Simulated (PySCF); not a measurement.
Geometries of 2 isomers of C5H9NSi, from PBE0-D3(BJ)/def2-SVP geometry optimisation, gas phase in PySCF 2.14.0. One conformer each, no zero-point energy, no frequencies.

Task: Which is lower in electronic energy at this level?
A.
```xyz
16
angstrom
C      0.458    2.880    1.227
C      0.136    1.767    0.853
Si    -0.285    0.086    0.281
N      0.998   -1.052    0.201
C      2.086   -0.989   -0.750
C     -1.711   -0.062   -0.884
C     -2.006   -0.516    0.569
H      0.734    3.865    1.559
H      1.233   -1.538    1.060
H      2.950   -0.392   -0.403
H      2.454   -1.999   -1.000
H      1.732   -0.537   -1.689
H     -2.226    0.842   -1.226
H     -1.693   -0.854   -1.642
H     -2.706    0.102    1.141
H     -2.173   -1.589    0.714
```
B.
```xyz
16
angstrom
C     -2.528    0.449   -0.183
Si    -1.307   -0.879    0.300
N      0.354   -0.282    0.096
C      1.338   -0.862   -0.678
C      2.493   -0.125   -0.561
C      2.211    0.954    0.325
C      0.897    0.828    0.709
H     -2.427    0.697   -1.250
H     -2.357    1.368    0.400
H     -3.560    0.116    0.004
H     -1.397   -2.075   -0.585
H     -1.509   -1.285    1.722
H      1.133   -1.761   -1.257
H      3.437   -0.335   -1.059
H      2.898    1.736    0.644
H      0.302    1.447    1.379
```

Result: B. That is `C[SiH2]n1cccc1`, 66.0 kcal/mol below the other.

```
         SMILES                            atoms numbered as above      E (Eh)  relative (kcal/mol)  relative (kJ/mol)  dipole (D)
 C[SiH2]n1cccc1     [CH3:1][SiH2:2][n:3]1[cH:4][cH:5][cH:6][cH:7]1  -539.53158                  0.0                0.0        2.02
C#C[Si]1(NC)CC1  [CH:1]#[C:2][Si:3]1([NH:4][CH3:5])[CH2:6][CH2:7]1  -539.42647                 66.0              276.0        1.33
```

As drawn, the lower has an aromatic ring, which the higher lacks; the higher has a three-membered ring, a C≡C bond and an N–H bond, which the lower lacks.
